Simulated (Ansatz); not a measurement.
Reaction (formal exchange of groups at a C–Ge bond): `[CH3][GeH2][C](=O)O` + `SBS` → `CB(S)S` + `O=[C](O)[GeH3]`

Gas-phase electronic energies from Ansatz, PBE0-D4/def2-TZVP geometries. CCSD(T)/CBS adds triple-zeta CCSD(T) − MP2 to the extrapolated MP2 energy (def2 sets, frozen cores). This one scheme is used for every species. DFT in def2-TZVPP. For Ge outer-core shells are correlated without core-valence functions, which leaves a few kJ/mol of doubt a bond. Scalar relativity is left out up to krypton. Each species was taken in one conformer, which may not be the lowest.

`[CH3][GeH2][C](=O)O`:

Z-matrix (Å, degrees):
```
C
Ge 1 1.947
H 1 1.091 2 110.3
H 1 1.090 2 109.8 3 120.1
H 1 1.090 2 110.2 3 -120.2
C 2 2.001 1 110.8 3 -177.1
H 2 1.535 1 112.7 3 64.6
H 2 1.537 1 111.6 3 -59.3
O 6 1.348 2 112.5 1 22.4
O 6 1.199 2 125.0 1 -158.4
H 9 0.972 6 106.9 2 178.8
```

`SBS`:

Z-matrix (Å, degrees):
```
B
S 1 1.787
S 1 1.783 2 122.5
H 1 1.190 2 121.4 3 -180.0
H 2 1.342 1 97.3 3 180.0
H 3 1.346 1 98.9 2 0.0
```

`CB(S)S`:

Z-matrix (Å, degrees):
```
C
B 1 1.566
H 1 1.095 2 110.3
H 1 1.095 2 110.3 3 117.5
H 1 1.092 2 113.4 3 -121.3
S 2 1.801 1 122.9 3 -58.6
S 2 1.798 1 118.4 3 121.4
H 6 1.344 2 97.4 1 0.0
H 7 1.344 2 99.2 1 180.0
```

`O=[C](O)[GeH3]`:

Cartesian coordinates in Å:
```
O -0.600 1.346 1.235
C -0.347 0.759 0.222
O -0.605 1.262 -0.998
Ge 0.491 -1.052 0.119
H -1.009 2.136 -0.867
H -0.480 -2.001 -0.593
H 1.797 -0.946 -0.676
H 0.752 -1.503 1.557
```

| level | ΔE (kcal/mol) |
| --- | --- |
| PBE-D4 | -3.2 |
| CCSD/def2-TZVPP | -1.8 |
| HF/def2-QZVPP | -2.6 |
| MP2/CBS(def2) | -2.3 |

Q: What does CCSD(T)/CBS give? (Estimate.)

A: Computed: -2.3 kcal/mol. The listed levels differ from it by -0.9, 0.5, -0.3, 0.0 kcal/mol.

Largest T1 diagnostic among the species: 0.015.
